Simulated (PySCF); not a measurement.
# cis-[CrCl2(H2O)4]+: multiplets, ligand field and magnetism

cis-[CrCl2(H2O)4]+ holds Cr(III), d3, at total charge +1. The structure is a PBE0-D3(BJ)/def2-SVP geometry optimised for multiplicity 4; coordination octahedral, point group C1, metal–donor distances 2.03–2.22 Å.

```
15

Cr    0.000    0.000    0.000
Cl    2.218   -0.170    0.000
O    -2.054   -0.080    0.007
H    -2.568    0.739   -0.015
H    -2.630   -0.855   -0.045
Cl   -0.270    2.200    0.009
O    -0.178   -2.090    0.006
H     0.199   -2.514    0.792
H     0.242   -2.526   -0.751
O     0.058   -0.046    2.029
H     0.997    0.056    2.269
H    -0.393    0.731    2.400
O     0.065   -0.048   -2.026
H     1.008    0.030   -2.261
H    -0.369    0.731   -2.412
```

Method (PySCF 2.14, density fitting): CASSCF(3,5) with orbitals averaged over all microstates of the shell, strongly contracted NEVPT2 on the averaged canonical orbitals; basis x2c-TZVPall on the metal, x2c-SVPall elsewhere; spin-free X2C; gas phase; spin-orbit coupling by state interaction with the mean-field operator over all roots.

## Spin-free states

| 2S+1 | deg. | cubic parent | free-ion term | CASSCF / cm⁻¹ | NEVPT2 / cm⁻¹ | f(ED) |
| --- | --- | --- | --- | --- | --- | --- |
| 4 | 1 | 4A2g 1.00 | 4F 1.00 | 0 | 0 | – |
| 4 | 1 | 4T2g 1.00 | 4F 1.00 | 13260 | 16031 | 1.0e-05 |
| 2 | 1 | 2Eg 0.99 | 2G 0.65 | 18558 | 16836 | – |
| 2 | 1 | 2Eg 0.99 | 2G 0.65 | 18581 | 16867 | – |
| 4 | 1 | 4T2g 1.00 | 4F 1.00 | 14059 | 16997 | 1.6e-05 |
| 4 | 1 | 4T2g 0.99 | 4F 1.00 | 14261 | 17167 | 1.7e-05 |
| 2 | 1 | 2T1g 0.98 | 2G 0.45 | 19208 | 17417 | – |
| 2 | 1 | 2T1g 0.95 | 2G 0.44 | 19376 | 17477 | – |
| 2 | 1 | 2T1g 0.98 | 2G 0.46 | 19669 | 18008 | – |
| 4 | 1 | 4T1g 1.00 | 4F 0.67 | 20851 | 23008 | 1.2e-04 |
| 2 | 1 | 2T2g 0.98 | 2D 0.46 | 26280 | 24465 | – |
| 2 | 1 | 2T2g 0.99 | 2D 0.47 | 26352 | 24658 | – |
| 4 | 1 | 4T1g 1.00 | 4F 0.82 | 21477 | 24707 | 3.2e-07 |
| 2 | 1 | 2T2g 0.95 | 2D 0.42 | 27270 | 25742 | – |
| 4 | 1 | 4T1g 0.99 | 4F 0.79 | 23044 | 26500 | 2.3e-05 |

Only the lowest 15 spin-free levels are listed. Energies are counted from the ground state at NEVPT2 level. Weights follow the labels. f(ED) is the electric-dipole oscillator strength from the ground state at the fixed geometry, without vibronic coupling; occupations, where given, run over the ligand-field orbitals from the lowest.

Ligand-field fit:

```
          cm⁻¹  CASSCF
          10Dq   13602
             B    1004
   B, free ion    1155
             C    3773
   C, free ion    4321
rms of the fit     190
```

10Dq is the difference of the means of two sets of orbitals cut by energy, which in a strongly distorted field needn't be the cubic ones.

```
orbital  CASSCF / cm⁻¹  metal share  main function
      1              0         0.97        yz 0.90
      2             62         0.96        xz 0.90
      3           1677         0.95        xy 0.99
      4          13756         0.89        z2 0.96
      5          14607         0.86     x2-y2 0.97
```

ζ = 245 cm⁻¹, against 278 for the free ion.

## Spin-orbit levels

```tsv
E / cm⁻¹	deg.	make-up	g (S′ = 1/2)
0.0	2	1.00 4A2g	1.68 2.50 5.08
0.8	2	1.00 4A2g	1.15 1.44 5.62
15964.4	2	0.93 4T2g + 0.05 2Eg	2.01 3.70 3.89
16022.4	2	0.99 4T2g	0.10 0.12 6.04
16651.0	2	0.35 2Eg + 0.32 2Eg + 0.28 4T2g	2.06 2.29 2.70
16780.7	2	0.38 2Eg + 0.27 2Eg + 0.20 4T2g	1.73 2.00 2.36
16983.6	2	0.91 4T2g + 0.05 4T2g	0.07 0.14 5.65
17114.1	2	0.45 4T2g + 0.31 2Eg + 0.15 4T2g	1.22 1.88 2.45
17151.7	2	0.89 4T2g + 0.04 2T1g + 0.03 4T2g	0.45 0.67 5.47
17315.8	2	0.50 4T2g + 0.18 2Eg + 0.15 4T2g	1.18 1.30 3.19
```

Only the lowest levels are listed: 20 of 120 states.

Magnetism:

The ground multiplet follows a spin Hamiltonian with S = 3/2, g = 1.968, 1.970, 1.970, D = 0.38 cm⁻¹, E/|D| = 0.24 (spin-orbit part alone); the lowest levels hold 100 % of the spin-free ground state. μeff is 3.84 μB at 300 K and 3.81 μB at 10 K; the spin-only value is 3.88 μB.

```json
{"T / K": "2", "χT / cm³ K mol⁻¹": "1.799", "μeff / μB": "3.79", "χT along axes a, b, c": "1.43 1.84 2.13"}
{"T / K": "5", "χT / cm³ K mol⁻¹": "1.816", "μeff / μB": "3.81", "χT along axes a, b, c": "1.66 1.84 1.95"}
{"T / K": "10", "χT / cm³ K mol⁻¹": "1.819", "μeff / μB": "3.81", "χT along axes a, b, c": "1.74 1.83 1.88"}
{"T / K": "20", "χT / cm³ K mol⁻¹": "1.821", "μeff / μB": "3.81", "χT along axes a, b, c": "1.78 1.83 1.85"}
{"T / K": "30", "χT / cm³ K mol⁻¹": "1.821", "μeff / μB": "3.82", "χT along axes a, b, c": "1.80 1.83 1.84"}
{"T / K": "50", "χT / cm³ K mol⁻¹": "1.823", "μeff / μB": "3.82", "χT along axes a, b, c": "1.81 1.83 1.83"}
{"T / K": "75", "χT / cm³ K mol⁻¹": "1.825", "μeff / μB": "3.82", "χT along axes a, b, c": "1.82 1.83 1.83"}
{"T / K": "100", "χT / cm³ K mol⁻¹": "1.828", "μeff / μB": "3.82", "χT along axes a, b, c": "1.82 1.83 1.83"}
{"T / K": "150", "χT / cm³ K mol⁻¹": "1.832", "μeff / μB": "3.83", "χT along axes a, b, c": "1.83 1.83 1.83"}
{"T / K": "200", "χT / cm³ K mol⁻¹": "1.836", "μeff / μB": "3.83", "χT along axes a, b, c": "1.83 1.84 1.84"}
{"T / K": "250", "χT / cm³ K mol⁻¹": "1.841", "μeff / μB": "3.84", "χT along axes a, b, c": "1.84 1.84 1.84"}
{"T / K": "300", "χT / cm³ K mol⁻¹": "1.845", "μeff / μB": "3.84", "χT along axes a, b, c": "1.84 1.85 1.85"}
```

Axes in the frame of the coordinates: a = (0.71, -0.70, -0.01); b = (0.00, 0.01, -1.00); c = (0.70, 0.71, 0.00).

Powder magnetisation at 2 K: 0.78 μB at 0.5 T, 1.44 μB at 1 T, 2.26 μB at 2 T, 2.62 μB at 3 T, 2.87 μB at 5 T, 2.93 μB at 7 T.

Charge-transfer states lie outside this active space and may come lower than some of these levels. NEVPT2 lifts 4T2g-like from 14059 to 16997 cm⁻¹; on the d shell alone it tends to overshoot states that fill the eg-type orbitals. NEVPT2 on the d shell alone tends to put d–d bands too high for such charged or covalently bound ions.

The job took 16 s on one thread of Arm Neoverse V2 (shared host), with 180 basis functions and a peak of 0.52 GiB, launched as `OMP_NUM_THREADS=1 python lf_run.py task.json out`.
